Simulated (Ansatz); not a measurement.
Stepwise reaction of `O[SiH2][SiH2]F` with hydrogen chloride, as a gas-phase model of exchange steps in deposition or etching. ΔE in kJ/mol.

Gas-phase electronic energies from Ansatz, PBE0-D4/def2-TZVP geometries. CCSD(T)/CBS adds triple-zeta CCSD(T) − MP2 to the extrapolated MP2 energy (def2 sets, frozen cores). This one scheme is used for every species. DFT in def2-TZVPP. B3LYP here is the variant with VWN-RPA as its local correlation; programs differ in this. Each species was taken in one conformer, which may not be the lowest.

| step | reaction | PBE-D4 | B3LYP-D4 | ωB97M-V | CCSD(T)/CBS |
| --- | --- | --- | --- | --- | --- |
| 1 | `O[SiH2][SiH2]F` + HCl → `O[SiH](Cl)[SiH2]F` + H₂ | -93.6 | -91.0 | -91.9 | -90.1 |
| 2 | `O[SiH](Cl)[SiH2]F` + HCl → `O[Si@H](Cl)[Si@H](F)Cl` + H₂ | -89.8 | -88.1 | -89.0 | -87.3 |

Task: By hand: ΔE of the 2 steps together at CCSD(T)/CBS.

Result: (-90.1) + (-87.3) = -177.4 kJ/mol, or -88.7 kJ/mol a step.

In ΔE the steps differ by no more than 2.8 kJ/mol. All are downhill at CCSD(T)/CBS. PBE-D4 differs from CCSD(T)/CBS by -3.5 to -2.5 kJ/mol a step. Isolated molecules leave out the surface, adducts and barriers. Largest T1 diagnostic: 0.012.
